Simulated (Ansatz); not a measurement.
Total energies of PPAsSb tetrahedron (SbAsP₂) from Ansatz at PBE-D4/def2-TZVP, gas phase (1 Eh = 27.2114 eV = 2625.5 kJ/mol). The reference geometry is relaxed at r2SCAN-D4/def2-SVP.

```
                 state                       geometry  energy (Eh)
      charge 0 singlet                      reference  -3158.32345
      charge 1 doublet                      reference  -3158.00709
      charge 1 doublet  relaxed at r2SCAN-D4/def2-SVP  -3158.01947
 free P atom (quartet)                              –   -341.10299
free As atom (quartet)                              –  -2235.47024
free Sb atom (quartet)                              –   -240.20743
```

In the def2 sets Sb takes a core potential; there is no spin–orbit coupling.

Q: Work out the vertical ionisation energy to the doublet.

A: E(charge 1 doublet) − E(charge 0 singlet) = -3158.00709 − (-3158.32345) = 0.31636 Eh = 8.61 eV. For comparison, −ε of the highest occupied level is 5.95 eV at this level, 2.66 eV less.

Q: How much does the charge 1 doublet relax, and what is the adiabatic ionisation energy?

A: Relaxation: -3158.00709 − (-3158.01947) = 0.01238 Eh = 0.34 eV. Adiabatic ionisation energy: 0.30398 Eh = 8.27 eV, without zero-point energy. 

Q: What is the binding energy per atom against free atoms?

A: Atoms: 2 × (-341.10299) + 1 × (-2235.47024) + 1 × (-240.20743) = -3157.88365 Eh. Binding: -3157.88365 − (-3158.32345) = 0.43980 Eh = 11.97 eV, or 2.99 eV for each of 4 atoms (no zero-point energy, no counterpoise term).

At PBE-D4/def2-TZVP the gap within one spin of the charge 1 doublet nearly closes, so an electron or hole may be smeared out by delocalisation error.
